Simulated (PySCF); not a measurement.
Species: C5H5N2Si (doublet state).
Geometry (GFN2-xTB, Å), atoms numbered from 1 in this order:
```
atom  x, y, z in Å
N1     3.720    0.901   -0.632
C2     2.755    0.716   -0.045
Si3    1.179    0.423    0.915
C4    -0.165    0.274   -0.422
C5    -0.710   -1.087   -0.819
C6    -1.491   -0.158   -0.006
C7    -2.579    0.078    0.734
N8    -3.528    0.299    1.373
H9     0.940    1.591    1.760
H10    1.316   -0.843    1.635
H11   -0.123    1.033   -1.199
H12   -0.304   -1.974   -0.345
H13   -1.015   -1.254   -1.845
```

The hyperfine couplings belong to this conformer and change with its torsions.

The species is `N#C[SiH2][C@H]1C[C]1C#N` [radical].

Theory: UKS B3LYP, pcH-1 on C H N Si, non-relativistic, mean-field spin-orbit, GIAO (PySCF). The structure is a single GFN2-xTB conformer in the gas phase; no vibrational or solvent corrections. A GFN2-xTB geometry isn't a minimum of the functional, and hyperfine couplings can be far from their values at a DFT geometry. The SCF solution wasn't tested for stability.

Principal values of hyperfine tensors in MHz (contact, dipolar and spin–orbit terms together), for some of the nuclei:

```
atom  isotope      A1      A2      A3
 H11       1H   84.13   84.63   94.75
  C6      13C   10.52   15.09  203.94
  C7      13C  -82.81  -64.00  -38.72
 H13       1H   58.35   58.62   68.39
 Si3     29Si  -65.92  -50.76  -50.53
  C5      13C  -25.68  -21.24  -19.11
  C4      13C  -25.50  -20.36  -18.64
  N8      14N  -10.52   -5.34   46.72
```

(1) Split each tensor into its isotropic and traceless parts, and turn a_iso into mT with g = 2.0032.

(2) What spin density at the nucleus of C6 lies behind its contact coupling (g_N = 1.40482)?

(3) H12 (1H, g_N = 5.58569) isn't in the table. Its spin density at the nucleus is 0.01292 bohr⁻³. What is its contact coupling?

(4) Name the largest traceless tensor T of the table and describe it.

(5) In a single crystal, with the field along each principal axis of the tensor of C7 in turn, what first-order splitting does this nucleus give (isotropic g, quadrupole terms neglected)?

Answers

(1) a_iso = (A1 + A2 + A3)/3, Ti = Ai − a_iso; 1 mT corresponds to 28.037 MHz. The tensors hold a spin–orbit part: the run splits a_iso into a_FC + a_SO, and T includes its anisotropic share.

```json
{"atom": "H11", "a_iso (MHz)": "87.83", "a_FC": "87.83", "a_SO": "0.00", "a_iso (mT)": "3.133", "T1": "-3.71", "T2": "-3.20", "T3": "6.91"}
{"atom": "C6", "a_iso (MHz)": "76.52", "a_FC": "76.59", "a_SO": "-0.08", "a_iso (mT)": "2.729", "T1": "-66.00", "T2": "-61.43", "T3": "127.42"}
{"atom": "C7", "a_iso (MHz)": "-61.84", "a_FC": "-61.87", "a_SO": "0.03", "a_iso (mT)": "-2.206", "T1": "-20.97", "T2": "-2.16", "T3": "23.12"}
{"atom": "H13", "a_iso (MHz)": "61.79", "a_FC": "61.79", "a_SO": "0.00", "a_iso (mT)": "2.204", "T1": "-3.44", "T2": "-3.16", "T3": "6.60"}
{"atom": "Si3", "a_iso (MHz)": "-55.73", "a_FC": "-55.80", "a_SO": "0.07", "a_iso (mT)": "-1.988", "T1": "-10.18", "T2": "4.97", "T3": "5.21"}
{"atom": "C5", "a_iso (MHz)": "-22.01", "a_FC": "-22.02", "a_SO": "0.01", "a_iso (mT)": "-0.785", "T1": "-3.67", "T2": "0.77", "T3": "2.90"}
{"atom": "C4", "a_iso (MHz)": "-21.50", "a_FC": "-21.51", "a_SO": "0.01", "a_iso (mT)": "-0.767", "T1": "-4.00", "T2": "1.14", "T3": "2.86"}
{"atom": "N8", "a_iso (MHz)": "10.29", "a_FC": "10.30", "a_SO": "-0.01", "a_iso (mT)": "0.367", "T1": "-20.81", "T2": "-15.62", "T3": "36.43"}
```

(2) a_FC = (2μ0/3) gₑ μB g_N μN ρ(0)/(2S·h) = 800.24 MHz × g_N × ρ(0)/(2S), with ρ in bohr⁻³. With a_FC = 76.59 MHz and 2S = 1, ρ(0) = 0.06813 bohr⁻³.

(3) By the same relation, a_FC = 57.8 MHz. Its full tensor has the principal values 54.38, 54.88, 64.00 MHz.

(4) C6: -66.0, -61.4, 127.4 MHz (the dipolar term alone has -66.1, -61.3, 127.4), nearly axial, close to the ratio −1:−1:+2, the form that spin in one p orbital centred on that nucleus gives.

(5) 2 lines (I = 1/2), spaced by |A_i|/(g × 13.996): 2.95, 2.28, 1.38 mT along the axes of A1, A2 and A3.
